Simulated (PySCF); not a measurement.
CHO, charge +1.

```xyz
3

C      0.0000     0.0000     0.5157
O      0.0000     0.0000    -0.5883
H      0.0000     0.0000     1.6126
```
Charge +1, spin multiplicity 1.

The structure is a stationary point at r2SCAN-D4/def2-TZVPD.

All values below come from PBE/pcSseg-2 (PySCF). Non-relativistic, no solvent.

Computed absolute GIAO shielding of each atom: isotropic value and principal components (ppm):
| atom | σ(iso) | σ11 | σ22 | σ33 | span |
|---|---|---|---|---|---|
| C1 | 41.4 | -74.0 | -74.0 | 272.2 | 346.2 |
| O2 | -50.6 | -279.2 | -279.2 | 406.6 | 685.8 |
| H3 | 24.4 | 20.3 | 20.3 | 32.7 | 12.3 |
